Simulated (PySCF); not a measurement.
A calculated (LDA, PySCF 2.14, def2-QZVPPD, no relativity, point nucleus) atom or ion has these occupied shells.

```json
{"shell": "1s α", "electrons": "1", "orbital energy (eV)": "-41.102", "rms radius, mean of both spins (bohr)": "0.894"}
```

**Question.** Name the element and its charge.

**Answer.** He+ (helium, charge +1), in 1s1, 2S determinant.
